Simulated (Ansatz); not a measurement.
ClH2Si (SMILES [SiH2]Cl) moved off its minimum; all values from Ansatz (a first-principles code), cores frozen in correlated methods. Open shells are unrestricted.
(charge 0, multiplicity 2)
```xyz
4

Si    -1.0767     0.0588     0.3070
Cl     0.9679    -0.0280    -0.2009
H     -1.5937     1.2261    -0.2817
H     -1.7224    -1.1836    -0.2048
```

Forces at r2SCAN/def2-TZVPP (eV/Å):

```csv
atom,Fx,Fy,Fz
Si1,1.414,-1.475,0.439
Cl2,-0.740,0.019,0.215
H3,-0.676,1.345,-0.685
H4,0.002,0.110,0.032
```

Question: Give the forces (eV/Å), the total energy and the dipole at CCSD(T)/cc-pV(T+d)Z.

Answer: 
```json
[
 {"atom": "Si1", "Fx": "1.307", "Fy": "-1.473", "Fz": "0.373"},
 {"atom": "Cl2", "Fx": "-0.675", "Fy": "0.014", "Fz": "0.208"},
 {"atom": "H3", "Fx": "-0.660", "Fy": "1.281", "Fz": "-0.646"},
 {"atom": "H4", "Fx": "0.029", "Fy": "0.178", "Fz": "0.065"}
]
```
Energy -749.9779 hartree, dipole 1.49 D.
